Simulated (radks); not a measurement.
Task: Coulomb parameter of the 4d shell of the niobium ion Nb2+ in the model configuration [Kr] 4d1.5 5p1.5, as a second difference U = [E(n + 1) + E(n - 1) - 2 E(n)] / (1)^2 with all orbitals relaxed. "Bare": the charge of the atom changes with n. "Screened": the 5p shell takes up the change at fixed total charge, which measures U(4d,4d) + U(5p,5p) - 2 U(4d,5p). Calculated with a radial shooting solver on a logarithmic mesh with Libxc functionals: scalar-relativistic Kohn-Sham, r2SCAN, spin-unpolarised, spherical densities, finite nucleus; meta-GGA in the generalised Kohn-Sham scheme; Fermi nuclear charge, rms radius 4.324 fm. Estimate both.

Result: U(bare) = 11.211 eV, U(screened by 5p) = 1.962 eV, against the Slater integral F0(4d,4d) = 14.367 eV with frozen orbitals.
